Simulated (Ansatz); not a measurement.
Program: Ansatz. Geometries: PBE0-D4/def2-TZVP. ΔE: electronic, gas phase. CCSD(T)/CBS is the MP2 limit (def2-TZVPP, def2-QZVPP) plus CCSD(T) − MP2 in def2-TZVPP, frozen cores. This one scheme is used for every species, atoms too. DFT in def2-TZVPP. B3LYP here is the variant with VWN-RPA as its local correlation; programs differ in this. HSE06 is defined as in plane-wave codes. Open shells (•) are unrestricted, without spin–orbit coupling. Spin–orbit coupling would lower the free atoms: a little for S; clearly for Br; strongly for In. def2 core potentials past Kr. For Br, In outer-core shells are correlated without core-valence functions, so the limit isn't a true one: a few kJ/mol of doubt a bond, and 10 to 20 or more in all where bonds break to atoms. Scalar relativity is left out up to krypton. One conformer a species, not always the lowest.

Reaction (atomization): `[SH][In]([SH])[Br]` → Br• + 2 H• + In• + 2 S•

(1) What is ΔE at CCSD(T)/CBS? (An estimate is asked.)

(2) What do these levels give: LDA (SPW92), PBE0-D4, B3LYP-D4, r2SCANh-D4, r2SCAN0-D4, HSE06-D4, r2SCAN, BHLYP, CCSD/def2-SVP, CCSD(T)/def2-SVP, MP2/def2-TZVPP, CCSD/def2-TZVPP? (An estimate is asked.)

Largest T1 diagnostic among the species: 0.015.

## Answers

(1) The calculation gave: +16.37 eV.

(2) The calculation gave: LDA (SPW92) 18.75, PBE0-D4 16.12, B3LYP-D4 15.77, r2SCANh-D4 16.22, r2SCAN0-D4 16.04, HSE06-D4 16.14, r2SCAN 16.30, BHLYP 15.15, CCSD/def2-SVP 14.38, CCSD(T)/def2-SVP 14.65, MP2/def2-TZVPP 15.95, CCSD/def2-TZVPP 15.26 eV.

From BLYP to BHLYP (50 % exact exchange), in def2-TZVPP and without D4, ΔE moves by −0.10 eV: exact exchange takes away binding that semilocal exchange gives to molecules. Leaving LDA and LC-ωPBE aside and taking each functional with its dispersion term where it has one, the values, not all of them listed here, spread over 0.95 eV, from BHLYP-D4 to B97M-V. LDA lies +2.61 eV from PBE without D4, its usual overbinding.

For atomizations the MP2-based limit and the directly extrapolated one differ by several kJ/mol either way, and by 10 to 25 for some Ge, Se and Sn compounds, so smaller differences from it don't rank the levels.
